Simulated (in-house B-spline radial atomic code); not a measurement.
Configurations of La VIII (La7+), with energies counted from [Kr] 4d10 5s2 5p2. Method: scalar-relativistic (X2C) B3LYP, spin-polarised, spherical fractional occupations, Fermi nucleus of rms radius 4.855 fm. Calculated with a radial B-spline atomic code at the basis-set limit. Shells without spins written out take the highest spin.

Caution: exact exchange at fractional occupations of open shells leaves self-interaction of up to several eV.

Occupations are held fixed; configurations that lie above the ionisation limit could autoionise.

| configuration | E - E(ref) (eV) | highest orbital | its <r> (bohr) |
| --- | --- | --- | --- |
| [Kr] 4d10 4f1 5s1 5p2 | 29.995 | 4f up | 1.021 |
| [Kr] 4d10 5s1 5p2 5d1 | 44.556 | 5d up | 1.876 |
| [Kr] 4d10 5s(1 up, 0 down) 5p(2 up, 0 down) 6p(0 up, 1 down) | 66.647 | 6p down | 2.929 |
| [Kr] 4d9 5s2 5p2 5d1 | 125.34 | 5d up | 1.845 |
| [Kr] 4d9 5s2 5p2 6f1 | 171.01 | 6f up | 4.257 |
| [Ar] 3d10 4s2 4p5 4d10 4f1 5s2 5p2 | 204.82 | 4f up | 0.9572 |
| [Ar] 3d9 4s2 4p6 4d10 5s2 5p2 6f1 | 913.98 | 6f up | 4.216 |

**Question.** Order these further configurations by energy, lowest first.
A. [Kr] 4d10 5s2 5p(0 up, 1 down) 6d(0 up, 1 down)
B. [Kr] 4d9 5s2 5p3
C. [Kr] 4d10 5s2 5p(1 up, 1 down)
D. [Kr] 4d9 4f1 5s2 5p2
E. [Kr] 4d10 5s1 5p2 5f1

**Answer.** C (2.1356 eV), A (60.728 eV), E (72.146 eV), B (94.811 eV), D (105.91 eV).

**Question.** How far above the reference does [Ar] 3d10 4s2 4p(3 up, 2 down) 4d10 5s2 5p(0 up, 2 down) 6f(0 up, 1 down) lie?

**Answer.** 271.1 eV; its least bound orbital is 6f down with <r> = 4.256 bohr.

**Question.** How far above the reference does [Ar] 3d(4 up, 5 down) 4s2 4p6 4d10 5s2 5p(1 up, 1 down) 6d(1 up, 0 down) lie?

**Answer.** 904.7 eV; its least bound orbital is 6d up with <r> = 3.36 bohr.

**Question.** How far above the reference does [Kr] 4d9 5s2 5p2 6p1 lie?

**Answer.** 147.92 eV; its least bound orbital is 6p up with <r> = 2.875 bohr.
